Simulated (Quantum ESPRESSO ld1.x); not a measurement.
Problem. These are the eigenvalues of the occupied orbitals of an atom or ion with whole-number occupations (hartree). Calculated with ld1.x of Quantum ESPRESSO 7.5: non-relativistic Kohn-Sham, LDA (Slater exchange, Perdew-Zunger correlation), spin-polarised, spherical densities, point nucleus.

orbital  eigenvalue
1s         -484.366
2s         -65.7930
2p         -59.7736
3s         -12.4196
3p         -10.3058
3d         -6.51130

Which element is it, and in what charge state? The configuration may be excited. Open shells, if any, are filled with parallel spins first.

Solution. Z = 35, bromine, charge +7: Br7+ in [Ar] 3d10. The list shows which subshells hold electrons but not how many an open one holds; the 1s level, -484.37 hartree, gives Z - s = 31.1 by -(Z - s)^2/2, which with screening narrows Z to a few neighbours, and the depths of the outer levels then fix element, charge and occupations together.
